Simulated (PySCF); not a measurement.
# Computed spin Hamiltonian

Compound: C6H5ClF (doublet state).
Z-matrix (Å and degrees, GFN2-xTB geometry), rows numbered from 1:
```
F 
C   1  1.3490
C   2  1.3959  1  117.82
C   3  1.4058  2  118.86  1  -179.96
C   4  1.3529  3  121.57  2     0.00
C   5  1.4918  4  122.76  3    -0.09
C   2  1.3650  1  119.56  3   179.96
Cl  7  1.7199  2  121.52  1    -0.13
H   3  1.0758  2  119.30  1     0.07
H   4  1.0795  3  118.36  2  -179.98
H   5  1.0788  4  121.02  3   179.96
H   6  1.1011  5  109.85  4  -122.46
H   6  1.1011  5  109.88  4   122.74
```

The species is `FC1=CC=CC[C]1Cl` [radical].

The calculation used UKS B3LYP, pcH-1 on C Cl F H, non-relativistic, mean-field spin-orbit, GIAO (PySCF 2.14.0). Isolated species at its GFN2-xTB geometry, gas phase. Couplings are sensitive to structure, and on GFN2-xTB geometries they can be far from those on DFT ones. No stability test was run, so a lower SCF solution isn't excluded. ⟨S²⟩ is 0.785 where a pure state has 0.75.

```json
{
 "g1, g2, g3": "2.00188, 2.00421, 2.00497",
 "g_iso": "2.00369",
 "Form of g": "rhombic: the two nearest values differ by 25 % of g3 − g1",
 "⟨S²⟩": "0.7849 (exact 0.7500)",
 "HOMO–LUMO gap, α and β orbitals": "4.60, 4.21 eV"
}
```

Hyperfine couplings atom by atom, in MHz; T1 to T3 are the principal values of the dipolar part:

```json
{"atom": "F1", "isotope": "19F", "a_iso": "-27.0", "of which spin–orbit": "0.0", "T1": "-70.1", "T2": "26.2", "T3": "43.9", "Mulliken spin population": "-0.01"}
{"atom": "C2", "isotope": "13C", "a_iso": "-43.4", "of which spin–orbit": "0.0", "T1": "-25.8", "T2": "11.8", "T3": "14.1", "Mulliken spin population": "-0.18"}
{"atom": "C3", "isotope": "13C", "a_iso": "47.0", "of which spin–orbit": "-0.1", "T1": "-43.4", "T2": "-41.1", "T3": "84.5", "Mulliken spin population": "0.54"}
{"atom": "C4", "isotope": "13C", "a_iso": "-35.5", "of which spin–orbit": "0.0", "T1": "-22.9", "T2": "9.8", "T3": "13.1", "Mulliken spin population": "-0.20"}
{"atom": "C5", "isotope": "13C", "a_iso": "36.1", "of which spin–orbit": "0.0", "T1": "-32.9", "T2": "-30.9", "T3": "63.8", "Mulliken spin population": "0.42"}
{"atom": "C6", "isotope": "13C", "a_iso": "-33.4", "of which spin–orbit": "0.0", "T1": "-1.3", "T2": "-0.3", "T3": "1.5", "Mulliken spin population": "-0.08"}
{"atom": "C7", "isotope": "13C", "a_iso": "46.2", "of which spin–orbit": "0.2", "T1": "-37.0", "T2": "-35.2", "T3": "72.3", "Mulliken spin population": "0.40"}
{"atom": "Cl8", "isotope": "35Cl", "a_iso": "2.0", "of which spin–orbit": "-0.1", "T1": "-12.6", "T2": "-6.9", "T3": "19.5", "Mulliken spin population": "0.03"}
{"atom": "H9", "isotope": "1H", "a_iso": "-35.7", "of which spin–orbit": "0.0", "T1": "-21.1", "T2": "0.0", "T3": "21.1", "Mulliken spin population": "-0.02"}
{"atom": "H10", "isotope": "1H", "a_iso": "9.6", "of which spin–orbit": "0.0", "T1": "-3.8", "T2": "-1.0", "T3": "4.9", "Mulliken spin population": "0.01"}
{"atom": "H11", "isotope": "1H", "a_iso": "-27.1", "of which spin–orbit": "0.0", "T1": "-15.4", "T2": "-1.2", "T3": "16.6", "Mulliken spin population": "-0.02"}
{"atom": "H12", "isotope": "1H", "a_iso": "149.3", "of which spin–orbit": "0.0", "T1": "-3.9", "T2": "-0.4", "T3": "4.3", "Mulliken spin population": "0.06"}
{"atom": "H13", "isotope": "1H", "a_iso": "148.9", "of which spin–orbit": "0.0", "T1": "-3.9", "T2": "-0.4", "T3": "4.3", "Mulliken spin population": "0.06"}
```

Largest spin populations (Mulliken): C3 (+0.54), C5 (+0.42), C7 (+0.40) and C4 (-0.20). Three atoms exceed +0.15. The positive populations add up to 1.51 and the negative ones to -0.51, together 2S = 1. The angles at C3 add up to 360.0°, so it is planar.

C7, the radical centre as drawn in `FC1=CC=CC[C]1Cl`, holds a spin population of +0.40 out of 1.

Axes: g2 points within 1° of the C2–C3 bond.

Under fast tumbling the dipolar parts average out, and these isotropic splittings remain: 2 × 1H (H12/H13, I = 1/2, 3 lines) with 5.32 mT, 1 × 1H (H9, I = 1/2, 2 lines) with 1.27 mT, 1 × 1H (H11, I = 1/2, 2 lines) with 0.97 mT, 1 × 19F (F1, I = 1/2, 2 lines) with 0.96 mT, 1 × 1H (H10, I = 1/2, 2 lines) with 0.34 mT and 1 × 35Cl (Cl8, I = 3/2, 4 lines) with 0.07 mT.

Class means assume fast exchange of nuclei equivalent by connectivity; if that motion is slow, each nucleus keeps its own coupling.

Main isotope only: 35Cl (natural samples also hold 24 % 37Cl, magnetic too, which adds its own pattern).

The 13C coupling of C3 (47.0 MHz) shows only in satellite lines or after enrichment, since that isotope makes up about 1.07 % of natural carbon.

The spin density at the nucleus, in bohr⁻³, is negative for C2 (-0.0386), C4 (-0.0316) and C6 (-0.0298), for instance. A restricted open-shell determinant has no negative spin density anywhere; here it arises because α and β orbitals differ (spin polarisation).
